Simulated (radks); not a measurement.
Excited configurations of the carbon ion C2+: one electron is placed in a higher orbital outside [He] 2s1. The ground configuration is [He] 2s2. Calculated with a radial shooting solver on a logarithmic mesh with Libxc functionals: non-relativistic Kohn-Sham, r2SCAN, spin-unpolarised, spherical densities, point nucleus; meta-GGA in the generalised Kohn-Sham scheme. Excitation = E - E(ground); binding = E(ion) - E, where the ion is the core of charge +3; n* = 3/sqrt(2 binding) in atomic units, and the quantum defect is n - n*.

outer orbital  excitation (eV)  binding (eV)     n*  eigenvalue (eV)
3p                      33.032        15.261  2.833          -12.881
4s                      39.058         9.234  3.641           -8.031
4f                      40.931         7.361  4.079           -5.918
5s                      42.590         5.702  4.634           -4.982
5f                      43.480         4.813  5.044           -4.040
6s                      44.416         3.877  5.620           -3.394
6p                      44.661         3.632  5.807           -3.179
7s                      45.487         2.805  6.607           -2.462
7p                      45.635         2.657  6.789           -2.332

The Delta-SCF ionisation energy is 48.292 eV (NIST Atomic Spectra Database: 47.888 eV, measured). Self-interaction in the functional shifts the binding energies and quantum defects, so they are the method's values and not measured ones. Spin polarisation and multiplet splitting are left out, so open shells lie too high by an amount that depends on their filling.

Beside tabulated values, note that spin-unpolarised runs miss the spin-polarisation part of the exchange energy of open shells.
